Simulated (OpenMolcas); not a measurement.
**Bi³⁺: effect of the active space**

| Item | Value |
| --- | --- |
| Program | OpenMolcas |
| Method | XMS-CASPT2 or its RAS form, IPEA 0.25 Eh, imaginary shift 0.1 Eh |
| Basis | ANO-RCC-VTZP |
| Scalar Hamiltonian | DKH2, point nucleus |
| Spin-orbit coupling | state interaction with AMFI integrals over the reference wave functions, term energies averaged over their components |

A. 2 electrons in 4 orbitals (6s 6p); 2S+1 = 3 even, 3 roots; 2S+1 = 1 even, 7 roots; 2S+1 = 3 odd, 3 roots; 2S+1 = 1 odd, 3 roots; closed shells correlated: 5d; CASPT2 step roughly 2.6 core-seconds
B. 2 electrons in 9 orbitals (RAS2 6s 6p; RAS3 6d, at most 2 electrons); 2S+1 = 3 even, 3 roots; 2S+1 = 1 even, 7 roots; 2S+1 = 3 odd, 3 roots; 2S+1 = 1 odd, 3 roots; closed shells correlated: 5d; CASPT2 step of the order of 8 core-seconds

Energies in cm⁻¹ above 6s² ¹S₀, the measured ground level; measured values from Moore, Atomic Energy Levels, vol. III, NSRDS-NBS 35 (1971 reprint of NBS Circular 467, 1958).

```
     Level       A       B  Measured
   6s² ¹S₀     0.0     0.0       0.0
6s 6p ³P°₀   75750   75180     70968
6s 6p ³P°₁   80380   79760     75926
6s 6p ³P°₂   97750   97150     96423
6s 6p ¹P°₁  113920  113810    114602
```

Deviations, from unrounded energies. A percentage is the sum of absolute deviations over the sum of measured energies, with the sign that they share, or ± where signs differ.

```json
{"Against measurement": "mean absolute deviation (cm-1)", "Levels": "4", "A": "2800", "B": "2400"}
{"Against measurement": "other configurations (%)", "Levels": "4", "A": "±3.1", "B": "±2.7"}
```

B lies closest to measurement on these levels. The largest miss of B in the table is 6s 6p ³P°₀, by +4200 cm-1. The ranking rests on the paired levels alone, and a cruder setting can come out closer through cancelling errors.

Between A and B the level of the table that moves most is 6s 6p ³P°₁, by 620 cm-1 (lowest in B, highest in A). Moves below CASPT2's spread within the term are not significant.

Term energies are means over components that CASPT2 splits; among the terms shown or strongly mixed into the levels shown the widest spread is 250 cm-1 (6s 6p ¹P°, A). Over all roots computed the reference weight is 0.79 to 0.94 in A; the roots of lowest weight are the least certain, and an intruder state may touch them. Spin-orbit splittings of 6p shells tend to come out small when the coupling is added on scalar orbitals. Active for correlation alone: 6d; no level in the range computed is led by a configuration that fills it, so any true level of that kind is missing (holds for B). Computed and measured levels are paired by configuration, term and J; levels that our copy of the source lacks, or whose pairing is in doubt (as where it misses far off the trend of its configuration), stay unpaired and out of the deviations. Levels of configurations outside the active space are missing. The table leaves out levels that lie high or whose names do not pair safely across all columns.

° marks odd parity.
